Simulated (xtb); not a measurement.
xtb input (GFN2-xTB):

```bash
xtb mol.xyz --gfn 2 --sp --chrg -1 --uhf 0
```
mol.xyz:
```
8

F     -2.09157658    -0.92928434     0.51700868
C     -0.85861864    -0.35407371     0.20328622
C     -0.74540714     0.93544523    -0.22945059
S      0.95883976     1.11923771    -0.46343283
C      1.43304302    -0.48923193     0.01352202
C      0.29690084    -1.17438444     0.35327162
H      2.45347320    -0.84657869     0.02608314
H      0.27377135    -2.20419640     0.69198855
```

End of the output:

```
         :::::::::::::::::::::::::::::::::::::::::::::::::::::
         ::                     SUMMARY                     ::
         :::::::::::::::::::::::::::::::::::::::::::::::::::::
         :: total energy             -17.688718953288 Eh    ::
         :: gradient norm              0.030905062656 Eh/a0 ::
         :: HOMO-LUMO gap              2.985701924192 eV    ::
         ::.................................................::
         :: SCC energy               -17.861085781287 Eh    ::
         :: -> isotropic ES            0.121100233337 Eh    ::
         :: -> anisotropic ES         -0.002386038491 Eh    ::
         :: -> anisotropic XC          0.002262125920 Eh    ::
         :: -> dispersion             -0.006844612290 Eh    ::
         :: repulsion energy           0.172366827999 Eh    ::
         :: add. restraining           0.000000000000 Eh    ::
         :: total charge              -1.000000000000 e     ::
         :::::::::::::::::::::::::::::::::::::::::::::::::::::

           -------------------------------------------------
          |                Property Printout                |
           -------------------------------------------------

    * Orbital Energies and Occupations

         #    Occupation            Energy/Eh            Energy/eV
      -------------------------------------------------------------
         1        2.0000           -0.6010291             -16.3548
       ...           ...                  ...                  ...
         4        2.0000           -0.4036909             -10.9850
         5        2.0000           -0.3740134             -10.1774
         6        2.0000           -0.3526216              -9.5953
         7        2.0000           -0.3351279              -9.1193
         8        2.0000           -0.3110605              -8.4644
         9        2.0000           -0.3036824              -8.2636
        10        2.0000           -0.2836947              -7.7197
        11        2.0000           -0.2644458              -7.1959
        12        2.0000           -0.2616793              -7.1207
        13        2.0000           -0.2316509              -6.3035
        14        2.0000           -0.1922171              -5.2305
        15        2.0000           -0.1654557              -4.5023
        16        2.0000           -0.1427472              -3.8843 (HOMO)
        17                         -0.0330247              -0.8986 (LUMO)
        18                          0.0075436               0.2053
        19                          0.0453288               1.2335
        20                          0.0826960               2.2503
        21                          0.1964046               5.3444
        22                          0.2108621               5.7378
        23                          0.2367662               6.4427
        24                          0.2574315               7.0051
        25                          0.3262955               8.8790
        26                          0.3645634               9.9203
        27                          0.4833013              13.1513
       ...                                ...                  ...
        31                          0.8800389              23.9471
      -------------------------------------------------------------
                  HL-Gap            0.1097225 Eh            2.9857 eV
             Fermi-level           -0.0878859 Eh           -2.3915 eV

     #   Z          covCN         q      C6AA      α(0)
     1   9 F        0.783    -0.341    12.799     4.226
     2   6 C        3.158     0.110    25.284     8.221
     3   6 C        1.968    -0.252    38.603    10.034
     4  16 S        2.537    -0.316   154.775    20.939
     5   6 C        2.933    -0.035    28.878     8.813
     6   6 C        3.124    -0.076    29.693     8.923
     7   1 H        0.926    -0.044     3.959     3.111
     8   1 H        0.925    -0.046     4.003     3.129

 Mol. C6AA /au·bohr⁶  :       1756.264929
 Mol. C8AA /au·bohr⁸  :      54597.942931
 Mol. α(0) /au        :         67.395932

Wiberg/Mayer (AO) data.
largest (>0.10) Wiberg bond orders for each atom

 ---------------------------------------------------------------------------
     #   Z sym  total        # sym  WBO       # sym  WBO       # sym  WBO
 ---------------------------------------------------------------------------
     1   9 F    0.955 --     2 C    0.858
     2   6 C    3.794 --     3 C    1.569     6 C    1.246     1 F    0.858
     3   6 C    3.031 --     2 C    1.569     4 S    1.228     5 C    0.154
     4  16 S    2.574 --     3 C    1.228     5 C    1.135     6 C    0.110
     5   6 C    3.930 --     6 C    1.606     4 S    1.135     7 H    0.971
                             3 C    0.154
     6   6 C    3.976 --     5 C    1.606     2 C    1.246     8 H    0.965
                             4 S    0.110
     7   1 H    0.998 --     5 C    0.971
     8   1 H    0.998 --     6 C    0.965
 ---------------------------------------------------------------------------

Topologies differ in total number of bonds
Writing topology from bond orders to xtbtopo.mol

molecular dipole:
                 x           y           z       tot (Debye)
 q only:        0.583      -0.122      -0.020
   full:        0.875      -1.068       0.260       3.572
molecular quadrupole (traceless):
                xx          xy          yy          xz          yz          zz
 q only:       -5.207      -3.327      -0.254       2.285       2.555       5.461
  q+dip:       -5.245      -4.213      -0.865       2.667       3.132       6.111
   full:       -5.413      -3.860      -1.354       2.649       3.509       6.767

           -------------------------------------------------
          | TOTAL ENERGY              -17.688718953288 Eh   |
          | GRADIENT NORM               0.030905062656 Eh/α |
          | HOMO-LUMO GAP               2.985701924192 eV   |
           -------------------------------------------------

------------------------------------------------------------------------
------------------------------------------------------------------------
 total:
Note: The following floating-point exceptions are signalling: IEEE_DENORMAL
normal termination of xtb
 SCF:
```

It need not be the lowest isomer of its formula. Whether it binds its extra electron was not tested at this geometry.
